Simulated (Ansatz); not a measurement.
Cost and result for the atomization energy of CH$_{8}$GaNSi (`[NH2][GaH][CH2][SiH3]`) (12 atoms, 11 bonds).

Z-matrix (Å, degrees):
```
C
Ga 1 1.968
Si 1 1.863 2 113.0
H 1 1.096 2 107.9 3 -119.9
H 1 1.093 2 109.6 3 123.3
N 2 1.816 1 116.4 3 55.9
H 2 1.562 1 126.4 3 -123.8
H 3 1.490 1 110.7 2 57.6
H 3 1.490 1 112.7 2 178.2
H 3 1.490 1 110.2 2 -61.4
H 6 1.005 2 124.0 1 -179.5
H 6 1.006 2 124.1 1 -2.2
```

Total charge 0; spin multiplicity 1. Correlated methods include outer-core shells of Ga, which these sets cover unevenly. Scalar relativity is left out up to krypton. All single points use the PBE0-D4/def2-TZVP geometry. It is one conformer, not always the lowest. Program: Ansatz. All runs use 4 threads of an Arm Neoverse V1 on a shared host. Times are those of one run each, without the atoms' runs, and a repeat can differ threefold. Electronic energies, without spin–orbit coupling; frozen cores. CCSD(T)/CBS adds CCSD(T) − MP2 in def2-TZVPP to the MP2 limit, and its time is that of the two runs behind it. T1 = 0.013. With those shells the extrapolation isn't a true limit.

CCSD(T)/CBS is a level of theory with its own doubt, some kJ/mol a heavy atom from the limit and from the frozen cores, so smaller differences don't rank the functionals.

```tsv
level	functions	wall time	atomization (kcal/mol)	difference from CCSD(T)/CBS	per bond
LDA (SPW92)/def2-TZVPP	264	2.4 s	1021.9	107.1	9.7
BHLYP-D4/def2-TZVPP	264	4 s	892.9	-21.9	-2.0
PBE-D4/def2-TZVPP (with forces)	264	4.1 s	911.9	-2.9	-0.3
CAM-B3LYP-D4/def2-TZVPP	264	4.5 s	914.8	0.0	0.0
PBE-QIDH/def2-TZVPP	264	7 s	902.6	-12.2	-1.1
r2SCAN-D4/def2-TZVPP (with forces)	264	8 s	909.5	-5.3	-0.5
CCSD(T)/def2-SVP	118	8 s	855.7	-59.1	-5.4
ωB97X-V/def2-TZVPP	264	10 s	916.5	1.7	0.1
B97M-V/def2-TZVPP	264	13 s	912.4	-2.4	-0.2
ωB97M-V/def2-TZVPP (with forces)	264	15 s	911.5	-3.3	-0.3
MP2/def2-QZVPP	513	40 s	907.4	-7.4	-0.7
CCSD(T)/def2-TZVPP	264	3.7 min	892.5	-22.3	-2.0
CCSD(T)/CBS(def2)	–	4.4 min	914.8	0.0	0.0
```

Leaving LDA and LC-ωPBE aside and taking each functional with its dispersion term where it has one, the values spread over 23.6 kcal/mol, from BHLYP-D4 to ωB97X-V. LDA lies +116.1 kcal/mol from PBE without D4, its usual overbinding. From PBE to PBE0 (25 % exact exchange), in def2-TZVPP and without D4, the atomization energy moves by −6.9 kcal/mol: exact exchange takes away binding that semilocal exchange gives to molecules. In def2-TZVPP, CCSD(T) changes the Hartree–Fock value by +227.6 kcal/mol (the triples alone add +10.5 kcal/mol) and MP2 by +229.1 kcal/mol; breaking electron pairs costs correlation energy, which Hartree–Fock lacks.
